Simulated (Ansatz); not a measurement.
Mulliken charges of `BSBS` from PBE/def2-TZVPP in Ansatz (PBE0-D4/def2-TZVP geometry).

| atom | x (Å) | y (Å) | z (Å) | charge (e) |
| --- | --- | --- | --- | --- |
| B1 | -0.346 | 1.762 | -0.711 | -0.056 |
| S2 | -0.302 | 0.914 | 0.858 | -0.099 |
| B3 | 0.158 | -0.776 | 0.382 | 0.045 |
| S4 | 0.316 | -1.982 | 1.682 | -0.108 |
| H5 | -0.100 | 1.183 | -1.722 | 0.028 |
| H6 | -0.631 | 2.919 | -0.684 | 0.033 |
| H7 | 0.346 | -1.059 | -0.757 | 0.038 |
| H8 | 0.651 | -3.019 | 0.897 | 0.119 |

**Question.** By hand: the dipole of these point charges (1 e Å = 4.8032 D).

**Answer.** Σ q r = (0.089, -0.280, -0.202) e Å, of length 0.357 e Å = 1.71 D.

**Question.** How does the dipole of the full density compare? (An estimate is asked.)

**Answer.** Ansatz gave: (0.077, -0.280, -0.089) e Å, 1.46 D; the point charges give 1.17 times that, at 18° from its direction.

Point charges leave out the atoms' own dipoles, such as those of lone pairs, and Mulliken's split depends on the basis, so the two needn't agree.
